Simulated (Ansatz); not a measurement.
B(OMe2)H3 (C₂H₉BO): single points at one geometry.

```yaml
crystal:
  periodic: [false, false, false]
  atoms:
    - {symbol: B, position_ang: [0.191075, -0.333756, -1.494938]}
    - {symbol: O, position_ang: [0.200442, -0.338852, 0.157168]}
    - {symbol: C, position_ang: [-1.105940, -0.481892, 0.739303]}
    - {symbol: C, position_ang: [0.960655, 0.737809, 0.730634]}
    - {symbol: H, position_ang: [-1.560176, -1.372553, 0.272903]}
    - {symbol: H, position_ang: [-1.725995, 0.413226, 0.518341]}
    - {symbol: H, position_ang: [-0.999826, -0.623474, 1.833398]}
    - {symbol: H, position_ang: [0.473906, 1.712235, 0.511345]}
    - {symbol: H, position_ang: [1.042510, 0.579099, 1.824465]}
    - {symbol: H, position_ang: [1.956064, 0.704914, 0.256047]}
    - {symbol: H, position_ang: [1.383456, -0.325826, -1.782103]}
    - {symbol: H, position_ang: [-0.414962, 0.699567, -1.791201]}
    - {symbol: H, position_ang: [-0.401211, -1.370498, -1.775352]}
basis:
  gaussian: {orbitals: def2-TZVP, initial_orbitals: start.molden}
hamiltonian: {xc: pbe0, dispersion: d4}
scf: {omitted_lower_state_checks: [starts]}
output: {orbitals: {seedname: orbitals}}
```

The file start.molden holds the orbitals of an earlier run on this structure, at another level or in another basis.

```sh
$ ansatz run in.yaml --threads 4 --pin off --events-out ev --progress --plain --max-ram 3916MiB
```

Shortened log:

```
Functional definition: PBE0
1076 factors; their error is unknown
mean field evaluation 1: about -4936.4872 eV, gradient 1.2e2 eV
mean field evaluation 2: about -4938.9177 eV, gradient 2.5e0 eV
mean field evaluation 4: about -4938.9196 eV, gradient 4.3e-1 eV
mean field evaluation 8: about -4938.9198 eV, gradient 1.1e-5 eV
mean field -4938.91982616 eV, -181.5019558915 hartree, gradient 1.1e-5 eV, S^2 0.000000; 0 other end points of the search recorded, 0 dependent functions left out
reference -4938.91985946 eV, -181.5019571149 hartree; 17, 17 occupied and 161, 161 virtual orbitals, 1076 factors
Total energy: -4939.08919125 eV, -181.5081799436 hartree
Checks for a lower state left out: starts
```

Hardware: 4 threads of Arm Neoverse V2 on a shared host. Wall time 4.4 s.

As the first input, with `hamiltonian: {xc: {name: r2SCANh}, dispersion: d4}` (abridged; 2.1 s):

```
Functional definition: r2SCANh
mean field -4941.77042050 eV, -181.6067133010 hartree, gradient 1.1e-5 eV, S^2 0.000000
Total energy: -4941.82423770 eV, -181.6086910466 hartree
Checks for a lower state left out: starts
```

First input, but with `hamiltonian: {xc: r2scan, dispersion: d4}` (abridged; 2.4 s):

```
Functional definition: r2SCAN
mean field -4941.97602024 eV, -181.6142689523 hartree, gradient 1.4e-5 eV, S^2 0.000000
Total energy: -4942.02801845 eV, -181.6161798510 hartree
Checks for a lower state left out: starts
```

Geometry: PBE-D4/def2-SVP.
